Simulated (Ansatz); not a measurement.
Gas-phase reaction (SMILES): O[Si](F)(F)F [trifluoro(hydroxy)silane] + H+ → [OH2+][Si](F)(F)F; protonation at O, whose ΔH is minus the proton affinity.

Each molecule is optimised on its own at B3LYP-D3(BJ)/def2-TZVP (Ansatz, a quantum-chemistry and plane-wave program), one conformer each, not searched for the lowest. Correlated levels leave the core frozen unless marked. No spin-orbit coupling. Non-relativistic. CBS marks a two-point X^-3 extrapolation of the correlation energy; Hartree-Fock from the larger set. Thermal terms are rigid-rotor harmonic-oscillator values from B3LYP-D3(BJ) frequencies (Ansatz) at 298.15 K and 1 atm. 1 Eh = 627.5095 kcal/mol. The proton has no electrons: its energy is zero and its thermal terms are those of translation.

```csv
species,"E, CCSD(T)/CBS(cc-pV(T+d)Z,cc-pV(Q+d)Z) (Ansatz) (Eh)","E, PBE0-D4/def2-TZVPD (Ansatz + dftd4) (Eh)",H - E (Eh)
O[Si](F)(F)F,-664.49289,-664.81605,0.03005
H+,0.00000,0.00000,0.00236
[OH2+][Si](F)(F)F,-664.74994,-665.07440,0.04244
```

Task: Work out ΔE and ΔH at 298.15 K at the first level, then ΔH at the second.

Result: 
1. ΔE = [(-664.74994)] - [(-664.49289) + (0.00000)] = -0.25705 Eh = -161.3 kcal/mol at CCSD(T)/CBS(cc-pV(T+d)Z,cc-pV(Q+d)Z).
2. The terms H - E add up to 0.01003 Eh, so ΔH = (-0.25705 + (0.01003))×627.5095 = -155.0 kcal/mol.
3. At PBE0-D4/def2-TZVPD the same steps give ΔE = -162.1 and ΔH = -155.8 kcal/mol, a shift of -0.8 from the first level.
4. These values are not checked against measurement here, since the tables used lack a sound gas-phase enthalpy of formation for at least one species, or one in the same ion convention.
